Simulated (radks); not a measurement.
Values are calculated unless marked as measured or tabulated.
Valence configurations of the holmium ion Ho+ (all share [Xe]). Code: a radial shooting solver on a logarithmic mesh with Libxc functionals. Model: scalar-relativistic Kohn-Sham, LDA (Slater exchange, Perdew-Wang correlation), spin-unpolarised, spherical densities, finite nucleus; Fermi nuclear charge, rms radius 5.2022 fm. Energies are relative to 4f11 6s1; eigenvalues in eV.

| valence | E (eV) | e(4f) | e(5d) | e(6p) | e(6s) |
|---|---|---|---|---|---|
| 4f11 6s1 | 0.000 | -9.954 | - | - | -9.221 |
| 4f10.5 6s1.5 | 1.169 | -13.964 | - | - | -10.014 |
| 4f12 | 1.739 | -3.889 | - | - | - |
| 4f11 5d1 | 2.342 | -8.353 | -5.992 | - | - |
| 4f10 5d1 6s1 | 5.268 | -16.164 | -8.458 | - | -9.938 |
| 4f10 5d1.5 6s0.5 | 6.067 | -15.160 | -7.818 | - | -9.535 |
| 4f10 6s1 6p1 | 8.333 | -19.783 | - | -7.210 | -11.535 |
| 4f9.5 5d1 6s1 6p0.5 | 11.465 | -21.404 | -10.409 | -6.790 | -11.043 |
| 4f9 5d2 6s1 | 15.787 | -23.177 | -9.812 | - | -10.488 |
| 4f9 6s1 6p2 | 25.767 | -30.998 | - | -8.584 | -13.661 |

NIST lists [Xe] 4f11 6s1 as the ground configuration; this level of theory agrees among the configurations tried. The energies are those of spherical spin-averaged densities, not of single terms.
